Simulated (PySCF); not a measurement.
## CH6O4P2Si

The system: CH6O4P2Si, a carbene (divalent C1, bonded to 1 O + 1 P); neutral, triplet. The structure, one conformer, was relaxed in the gas phase by PBE0-D3(BJ)/def2-SVP. No frequency run checks that it is a minimum.

This triplet is an excited state: in a carbene with lone-pair donors on the centre (O, P) the singlet is known to lie well below it (the gap isn't computed here), so the molecule in its ground state shows no EPR spectrum.

SMILES: O=P(O)(O)O[C]P[SiH3]

```xyz
14

C     0.135    1.223   -0.928
P     1.565    1.656    0.062
Si    2.279   -0.403    0.781
O    -1.142    1.221   -0.517
P    -1.713   -0.212    0.067
O    -0.822   -0.841    1.052
O    -2.040   -1.060   -1.256
O    -3.151    0.223    0.574
H     2.476    1.729   -1.031
H     3.772   -0.283    0.838
H     1.920   -1.490   -0.177
H     1.764   -0.679    2.146
H    -1.321   -1.667   -1.478
H    -3.729    0.569   -0.118
```
Atoms count from 1 in this order.

EPR values by unrestricted B3LYP, IGLO-III on C O P Si, pcH-1 on H.

(1) Predict g and the largest hyperfine couplings. Where does the spin sit?

(2) How do the isotropic couplings move with BHandHLYP?

Answers

(1) g = 2.0010, 2.0024, 2.0030. The zero-field splitting dominates the spectrum: D = 0.66 cm⁻¹, |E| = 0.038 cm⁻¹ (spin-spin and spin-orbit parts, DFT, rough). The spin sits on C1 (80 %, bonded to 1 O + 1 P) by Mulliken populations.
```
atom  isotope  isotropic (MHz)  dipolar, principal values (MHz)
  C1      13C            258.6                -68.0, 16.7, 51.3
  P5      31P            116.3                 -8.2, -7.1, 15.3
 Si3     29Si            -65.2                  -12.2, 5.8, 6.4
  P2      31P            -12.7               -47.3, -41.5, 88.8
  O4      17O            -34.1                 -17.1, 0.4, 16.7
  H9       1H             21.7                  -4.5, -2.5, 7.0
```

(2) C1 258.6 to 289.7 MHz, P5 116.3 to 103.4 MHz, Si3 -65.2 to -60.7 MHz, P2 -12.7 to -36.1 MHz.

The 2 runs behind this took 8.1 min in all, one thread each of Arm Neoverse V2 on a shared host, launched as `OMP_NUM_THREADS=1 python cluster_run.py task.json out`.
